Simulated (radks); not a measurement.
Initial-state core-level shifts of the xenon ion Xe+ when its valence configuration changes from [Kr] 4d10 5s2 5p5. All-electron calculation, scalar-relativistic Kohn-Sham, r2SCAN, spin-polarised, spherical densities, finite nucleus; open shells are filled with parallel spins first (spin-orbit coupling, left out, can overturn this in heavy ions); meta-GGA in the generalised Kohn-Sham scheme; Fermi nuclear charge, rms radius 4.7859 fm. Program: a radial shooting solver on a logarithmic mesh with Libxc functionals. Shifts are changes of the shell-averaged eigenvalues in eV (positive: less bound); the change of the density at the nucleus, which sets a Mossbauer isomer shift, is in e/bohr^3, on a base of 2.805e+05.

| valence | 1s | 3s | 4s | 4p | density at nucleus |
|---|---|---|---|---|---|
| 4d9 5s2 5p6 | -10.189 | -10.167 | -8.147 | -7.755 | +31.07 |
| 4d10 5s1 5p6 | -1.472 | -1.455 | -1.414 | -1.401 | -86.31 |
| 4d9.5 5s2 5p5.5 | -5.076 | -5.069 | -4.090 | -3.895 | +15.31 |
| 4d10 5s1.5 5p5.5 | -0.736 | -0.728 | -0.708 | -0.702 | -43.27 |
